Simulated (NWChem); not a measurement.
The numbers come from NWChem runs, not from measurements. System: C3H7O, charge 0, spin multiplicity 2, at a geometry optimised with UB3LYP/def2-SVP. The structure started from a generated list of species. Its SCF solution wasn't tested for a lower state. Level: UMP2/def2-TZVP, 4 core orbitals frozen.

Output (cleaned and shortened):

```
             Northwest Computational Chemistry Package (NWChem) 7.3.0
             --------------------------------------------------------

                                NWChem Input Module
                                -------------------

 Scaling coordinates for geometry "geometry" by  1.889725989
 (inverse scale =  0.529177249)

                             Geometry "geometry" -> ""
                             -------------------------

 Output coordinates in angstroms (scale by  1.889725989 to convert to a.u.)

  No.       Tag          Charge          X              Y              Z
 ---- ---------------- ---------- -------------- -------------- --------------
    1 C                    6.0000     1.30779500    -0.65661500     0.13132300
    2 C                    6.0000     0.01335400    -0.00358100    -0.21511800
    3 C                    6.0000    -1.29711800    -0.63653600     0.12660700
    4 O                    8.0000     0.08100000     1.36969500    -0.15711700
    5 H                    1.0000     1.52587700    -0.60676200     1.22135700
    6 H                    1.0000     1.30406600    -1.71976800    -0.15479500
    7 H                    1.0000     2.14401900    -0.15729400    -0.38405700
    8 H                    1.0000    -2.13336500    -0.16544400    -0.42269600
    9 H                    1.0000    -1.53933300    -0.55611100     1.21077600
   10 H                    1.0000    -1.29935700    -1.70759200    -0.12819600
   11 H                    1.0000    -0.79409400     1.73579800    -0.34232900

 Effective nuclear repulsion energy (a.u.)     125.6483682397

            Nuclear Dipole moment (a.u.)
            ----------------------------
        X                 Y               Z
 ---------------- ---------------- ----------------
    -0.0000018897    -0.0000094486    -0.0000075589


 Summary of "ao basis" -> "" (spherical)
 ------------------------------------------------------------------------------
       Tag                 Description            Shells   Functions and Types
 ---------------- ------------------------------  ------  ---------------------
 *                         def2-tzvp                  on all atoms

 Summary of "ao basis" -> "ao basis" (spherical)
 ------------------------------------------------------------------------------
       Tag                 Description            Shells   Functions and Types
 ---------------- ------------------------------  ------  ---------------------
[...]
     2   0 2 0    -19.280500    -63.212321    -61.923524    105.855345
     2   0 1 1     -0.436017      7.169653      7.075192    -14.680863
     2   0 0 2    -20.054489    -18.931242    -15.822601     14.699354

                   NWChem MP2 Semi-direct Energy/Gradient Module
                   ---------------------------------------------

  Basis functions       =    166
  Molecular orbitals    =    166
  Frozen core           =      4
  Frozen virtuals       =      0
  Active alpha occupied =     13
  Active beta occupied  =     12
  Active alpha virtual  =    149
  Active beta virtual   =    150
  Use MO symmetry       = F
  Use skeleton AO sym   = F

  AO/Fock/Back tols     =   1.0D-09  1.0D-09  1.0D-09

 GA uses MA = F    GA memory limited = T

 Available:
  local mem=  1.26D+08
 global mem=  1.44D+08
 local disk=  0.00D+00
  mp2_memr nvloc                   149
  nvloc new                   149
   1 passes of  13:        6291456                     153025                  90114535.
   1 passes of  13: M    126043529           G      144124088           F     119752073.

 Semi-direct pass number   1 of   1  for UHF alpha       at      105.1s
  vrange nnbf                 13676
  mp2_eaftype                   343  avail_ma_in_mb                  1098
 EAF : mp2_eaftype filesize         343   45057268.
  mp2_eaf for mointskh                    343
Node 0 wrote    211.9 Mb in      0.1 s     Agg I/O rate:  1569.8 Mb/s
 Done moints_semi at      130.2s
  mp2_eaftype                   343  avail_ma_in_mb                   755
 EAF : mp2_eaftype filesize         343   45057268.
  mp2_eaf for kh                   343
 Done maket at      131.0s
 Done multipass loop at      131.0s

 GA uses MA = F    GA memory limited = T

 Available:
  local mem=  1.26D+08
 global mem=  1.44D+08
 local disk=  0.00D+00
  mp2_memr nvloc                   150
  nvloc new                   150
   1 passes of  12:        6291456                     146178                  83744254.
   1 passes of  12: M    126043529           G      144124088           F     119752073.

 Semi-direct pass number   1 of   1  for UHF beta        at      131.0s
  vrange nnbf                 13676
  mp2_eaftype                   319  avail_ma_in_mb                  1098
 EAF : mp2_eaftype filesize         319   41872127.
  mp2_eaf for mointskh                    319
Node 0 wrote    196.9 Mb in      0.2 s     Agg I/O rate:   977.2 Mb/s
 Done moints_semi at      172.7s
  mp2_eaftype                   319  avail_ma_in_mb                   779
 EAF : mp2_eaftype filesize         319   41872127.
  mp2_eaf for kh                   319
 Done maket at      174.2s
 Done multipass loop at      174.2s

          -------------------------------------------
          SCF energy                -192.575137302182
          Correlation energy          -0.719116468514
          Singlet pairs                0.000000000000
          Triplet pairs                0.000000000000
          Total MP2 energy          -193.294253770696
          -------------------------------------------

          ---------------------------------------------------
                    Spin Component Scaled (SCS) MP2
          Same spin pairs                     -0.170677232993
          Same spin scaling factor             0.333333333333
          Opposite spin pairs                 -0.548439235521
          Opposite spin scaling fact.          1.200000000000
          SCS-MP2 correlation energy          -0.715019493623
          Total SCS-MP2 energy              -193.290156795805
          ---------------------------------------------------

 -----------------------
 Performance information
 -----------------------

 Timer overhead =  1.98D-07 seconds/call

               Nr. of calls         CPU time (s)                 Wall time (s)                GFlops
             ---------------    -------------------     ------------------------------   -------------------
Name         Min   Avg   Max    Min     Avg     Max     Min     Avg     Max   Mx/calls   Min     Max     Sum
mp2: moin     2     2     2    67.     67.     67.      67.     67.     67.     33.      0.0     0.0     0.0
mp2: make     2     2     2    2.2     2.2     2.2      2.2     2.2     2.2     1.1      0.0     0.0     0.0
mp2: tota     1     1     1    69.     69.     69.      69.     69.     69.     69.      0.0     0.0     0.0

 The average no. of pstat calls per process was 5.00D+00
 with a timing overhead of 9.89D-07s

 Task  times  cpu:      174.2s     wall:      174.2s

 Total times  cpu:      174.2s     wall:      174.2s
```

Q: Write an NWChem input that would produce this output.

A: One answer among several that fit: 
```
start mol
memory heap 200 mb stack 900 mb global 1100 mb
geometry units angstroms nocenter noautoz noautosym
  C      1.307795    -0.656615     0.131323
  C      0.013354    -0.003581    -0.215118
  C     -1.297118    -0.636536     0.126607
  O      0.081000     1.369695    -0.157117
  H      1.525877    -0.606762     1.221357
  H      1.304066    -1.719768    -0.154795
  H      2.144019    -0.157294    -0.384057
  H     -2.133365    -0.165444    -0.422696
  H     -1.539333    -0.556111     1.210776
  H     -1.299357    -1.707592    -0.128196
  H     -0.794094     1.735798    -0.342329
end
basis spherical
  * library def2-tzvp
end
scf
  uhf
  nopen 1
  maxiter 100
  thresh 1e-7
  semidirect memsize 60000000 filesize 0
  # guess.movecs holds the orbitals of an unrestricted PBE0 run
  vectors input guess.movecs output mol.movecs
end
mp2
  freeze core 4
end
task mp2 energy
```
